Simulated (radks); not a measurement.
Excited configurations of Cd I: one electron is placed in a higher orbital outside [Kr] 4d10 5s1. The ground configuration is [Kr] 4d10 5s2. Method: Dirac Kohn-Sham, PBE, spin-unpolarised, spherical densities, finite nucleus; open shells are shared between the two j in proportion to 2j + 1; Fermi nuclear charge, rms radius 4.6087 fm; computed with a radial shooting solver on a logarithmic mesh with Libxc functionals. Excitation = E - E(ground); binding = E(ion) - E, where the ion is the core of charge +1; n* = 1/sqrt(2 binding) in atomic units, and the quantum defect is n - n*. Eigenvalue and <r> are those of j = l + 1/2.

[
 {"outer orbital": "4f", "excitation (eV)": "8.362", "binding (eV)": "0.912", "quantum defect": "0.137", "eigenvalue (eV)": "-0.434", "<r> (bohr)": "17.33"},
 {"outer orbital": "5p", "excitation (eV)": "4.659", "binding (eV)": "4.615", "quantum defect": "3.283", "eigenvalue (eV)": "-2.010", "<r> (bohr)": "4.250"},
 {"outer orbital": "6p", "excitation (eV)": "7.408", "binding (eV)": "1.866", "quantum defect": "3.300", "eigenvalue (eV)": "-1.042", "<r> (bohr)": "10.74"},
 {"outer orbital": "6d", "excitation (eV)": "8.244", "binding (eV)": "1.030", "quantum defect": "2.365", "eigenvalue (eV)": "-0.569", "<r> (bohr)": "18.61"},
 {"outer orbital": "6f", "excitation (eV)": "8.818", "binding (eV)": "0.455", "quantum defect": "0.533", "eigenvalue (eV)": "-0.286", "<r> (bohr)": "43.99"},
 {"outer orbital": "7d", "excitation (eV)": "8.587", "binding (eV)": "0.686", "quantum defect": "2.547", "eigenvalue (eV)": "-0.422", "<r> (bohr)": "29.94"}
]

The Delta-SCF ionisation energy is 9.274 eV (NIST Atomic Spectra Database: 8.994 eV, measured). Self-interaction in the functional shifts the binding energies and quantum defects, so they are the method's values and not measured ones. Spin polarisation and multiplet splitting are left out, so open shells lie too high by an amount that depends on their filling.

Beside tabulated values, note that spin-unpolarised runs miss the spin-polarisation part of the exchange energy of open shells.
